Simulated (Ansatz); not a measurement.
Species, as SMILES: F[C]F (closed-shell singlet).
Atoms: F1, C2, F3. Bonds: F1-C2, C2-F3.

How fast the optimised C2-F3 bond length converges with the basis for several methods (Ansatz, an electronic-structure program): deviation from each method's own reference, in Å. References: B3LYP 1.3025 Å, the value in def2-QZVPPD; HF 1.2709 Å, the value in def2-QZVPPD; MP2 1.2970 Å, the value in def2-QZVPPD; PBE 1.3176 Å, the value in def2-QZVPPD. Cartesian d functions, on some or all atoms, in 6-31+G*; all else is spherical. In correlated methods cores are frozen. A restricted Hartree-Fock determinant is unstable towards unrestricted orbitals. No added dispersion term, no relativity. The reference of a correlated method is not its basis-set limit, which lies further on.

| basis | functions | B3LYP | HF | MP2 | PBE |
|---|---|---|---|---|---|
| 6-31G | 27 | 0.0652 | 0.0643 | 0.0803 | 0.0682 |
| pcseg-0 | 27 | 0.0608 | 0.0665 | 0.0684 | 0.0628 |
| pcseg-1 | 42 | 0.0089 | 0.0081 | 0.0140 | 0.0083 |
| cc-pVDZ | 42 | 0.0108 | 0.0114 | 0.0131 | 0.0109 |
| 6-31+G* | 57 | 0.0127 | 0.0126 | 0.0219 | 0.0123 |
| aug-pcseg-1 | 69 | 0.0088 | 0.0088 | 0.0180 | 0.0081 |
| pcseg-2 | 90 | 0.0013 | 0.0012 | 0.0025 | 0.0012 |
| def2-TZVPP | 93 | 0.0011 | 0.0013 | 0.0022 | 0.0009 |
| cc-pCVTZ | 129 | 0.0012 | 0.0016 | 0.0014 | 0.0011 |
| aug-pcseg-2 | 138 | 0.0011 | 0.0012 | 0.0034 | 0.0008 |
| cc-pVQZ | 165 | 0.0003 | 0.0003 | -0.0001 | 0.0002 |
| def2-QZVPPD | 195 | 0.0000 | 0.0000 | 0.0000 | 0.0000 |

Mean absolute deviation over pcseg-2, def2-TZVPP, cc-pCVTZ, aug-pcseg-2: PBE 0.0010, B3LYP 0.0012, HF 0.0013, MP2 0.0024 Å.
